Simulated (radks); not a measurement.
Values are calculated unless marked as measured or tabulated.
Question: Tb4+, 61 electrons, occupied as [Kr] 4d10 4f7 5s2 5p5 6s1 (not the ground configuration). Level of theory: scalar-relativistic Kohn-Sham, MS2 meta-GGA, spin-polarised, spherical densities, finite nucleus; open shells are filled with parallel spins first (spin-orbit coupling, left out, can overturn this in heavy ions); meta-GGA in the generalised Kohn-Sham scheme; Fermi nuclear charge, rms radius 5.06 fm (a radial shooting solver on a logarithmic mesh with Libxc functionals). Some entries of the table are withheld. Estimate them.

orbital,occ.,eigenvalue (Ry),<1/r> (bohr^-1)
1s up,1,-3818.585,73.11
1s down,1,-3818.577,73.11
2s up,1,-637.2766,16.98
2s down,1,-637.2653,16.98
2p up,3,-566.3367,15.80
2p down,3,-566.3238,15.80
3s up,1,-145.3395,6.243
3s down,1,-145.1815,6.252
3p up,3,-123.3739,5.853
3p down,3,-123.1885,5.862
3d up,5,-94.84400,5.547
3d down,5,-94.66731,5.555
4s up,1,-32.69239,2.632
4s down,1,-32.23670,2.627
4p up,3,-25.42395,2.421
4p down,3,-24.94742,2.417
4d up,5,-15.46005,2.142
4d down,5,-14.93308,2.138
5s up,1,-7.36572,1.059
5s down,1,-7.05893,1.032
5p up,3,-5.47911,0.9214
5p down,2,-5.21850,0.9010
4f up,7,-4.62365,1.652
4f down,0,-4.06480,1.626
6s up,1,(1),0.4728
6s down,0,(2),0.4558

Answer: 
(1) 6s up eigenvalue (Ry): -2.60840
(2) 6s down eigenvalue (Ry): -2.36997
